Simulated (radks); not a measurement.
Valence configurations of neutral ruthenium (all share [Kr]). Calculated with a radial shooting solver on a logarithmic mesh with Libxc functionals: scalar-relativistic Kohn-Sham, PBEsol, spin-polarised, spherical densities, point nucleus; open shells are filled with parallel spins first (spin-orbit coupling, left out, can overturn this in heavy ions). Order these by energy: 4d5.5 5s1 5p1.5; 4d3.5 5s1 5p3.5; 4d8; 4d5.5 5s1.5 5p1; 4d4.5 5s1 5p2.5; 4d6 5s1 5p1; 4d7 5p1; 4d7 5s1; 4d6.5 5s1 5p0.5; 4d6.5 5s1.5.

Answer. From the lowest, in eV above it: 4d7 5s1 0.000; 4d6.5 5s1.5 0.413; 4d8 1.060; 4d6.5 5s1 5p0.5 1.556; 4d6 5s1 5p1 3.545; 4d7 5p1 3.731; 4d5.5 5s1.5 5p1 4.919; 4d5.5 5s1 5p1.5 5.981; 4d4.5 5s1 5p2.5 14.471; 4d3.5 5s1 5p3.5 29.202. NIST lists [Kr] 4d7 5s1 as the ground configuration; this level of theory agrees among the configurations tried. The energies are those of spherical high-spin densities, not of single terms.
